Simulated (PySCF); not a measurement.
A species of formula C6H5FN2 has this rotational fingerprint, computed with PBE0/def2-SVPD in PySCF (dipole) on a GFN2-xTB geometry, gas phase:

| Quantity | Value |
| --- | --- |
| Rotational constants | A = 2101, B = 1360, C = 865.5 MHz |
| Dipole components | \|μa\| = 1.30 D, \|μb\| = 1.31 D, \|μc\| = 0.97 D |
| Inertial defect | -28.33 u·Å² |
| κ | -0.20 |

Question: Which candidate fits, each taken in the one conformer that was computed?
A. `[CH2:1]=[CH:2][c:3]1[n:4][cH:5][cH:6][n:7][c:8]1[F:9]` with C1–C2–C3–N4 0°
B. `[CH3:1]/[C:2]([C:3]#[N:4])=[C:5](\[C:6]#[N:7])[CH2:8][F:9]` with C2–C5–C8–F9 117°

Answer: B. It is C/C(C#N)=C(\C#N)CF, an asymmetric top, point group C1. The candidates at the same level (rigid rotor, commonest isotopes):

```
            SMILES  A (MHz)  B (MHz)  C (MHz)  μa (D)  μb (D)  μc (D)  Δ (u·Å²)  point group           rotor
      C=Cc1nccnc1F     2673     1657     1023    0.35    1.63    0.00      0.00           Cs  asymmetric top
C/C(C#N)=C(\C#N)CF     2101     1360    865.5    1.30    1.31    0.97    -28.33           C1  asymmetric top
```

`C=Cc1nccnc1F` has A 27 % too high. No structure here is proved a minimum.
